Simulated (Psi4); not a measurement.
**Worked example: vertical ionisation energy of C6H12S (cyclohexanethiol)**

The species is C6H12S (19 atoms), meant as a singlet with charge 0. As SMILES, `SC1CCCCC1`. The coordinates come from a PBE0-D4/def2-TZVP relaxation. This is one conformer, not always the lowest.

Both states at this one shape; open shells run unrestricted unless said. 1 Eh = 27.2114 eV.

| level | program | singlet C6H12S (Eh) | doublet C6H12S+ (Eh) | HOMO of the first (eV) |
| --- | --- | --- | --- | --- |
| HF/3-21G | Psi4 | -628.471890 | -628.170985 | -9.61 |
| B3LYP/6-31G* (spherical functions) | Psi4 | -634.057919 | -633.736438 | -6.26 |
| B3LYP/6-31G* (Cartesian functions) | Psi4 | -634.064798 | -633.743297 | -6.26 |

Problem. Work out the vertical ionisation energy at each level.

Solution. 
1. HF/3-21G: -628.170985 − (-628.471890) = 0.300905 Eh = 8.19 eV; −ε(HOMO) = 9.61 eV.
2. B3LYP/6-31G* (spherical functions): -633.736438 − (-634.057919) = 0.321481 Eh = 8.75 eV; −ε(HOMO) = 6.26 eV.
3. B3LYP/6-31G* (Cartesian functions): -633.743297 − (-634.064798) = 0.321501 Eh = 8.75 eV; −ε(HOMO) = 6.26 eV.

No measured value is set beside it here; the levels span 8.19 to 8.75 eV. In Hartree–Fock, −ε(HOMO) (Koopmans) exceeds the difference of totals by the orbital relaxation of the ion. Hartree–Fock favours the state with fewer electron pairs, since it lacks pair correlation.
